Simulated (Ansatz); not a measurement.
The cluster Mg4H3. Total charge 0; doublet. Geometry relaxed at r2SCAN-D4/def2-TZVP.

```xyz
7

Mg    1.4651    1.0346   -0.0656
Mg   -1.2721   -1.1423    0.5450
Mg    0.1522   -0.8068   -2.1958
Mg   -1.4566    1.5661   -0.9467
H     2.9304    1.7925    0.4023
H     0.3225   -0.2021    0.7264
H    -2.1415   -2.2419    1.5345
```

The relaxation made no stability test and no search for a lower SCF solution. The structure comes from a short search, and lower isomers may exist.

Estimate the harmonic wavenumbers at UKS r2SCAN-D4/def2-TZVP (Ansatz, unscaled). Is this a minimum?

93, 101, 122, 149, 158, 182, 205, 227, 258, 268, 306, 671, 1455, 1562, 1567 cm⁻¹. Yes, no mode is imaginary beyond noise. Zero-point energy 43.8 kJ/mol. It took 2.3 min on 4 threads of Arm Neoverse V2 on a shared host.
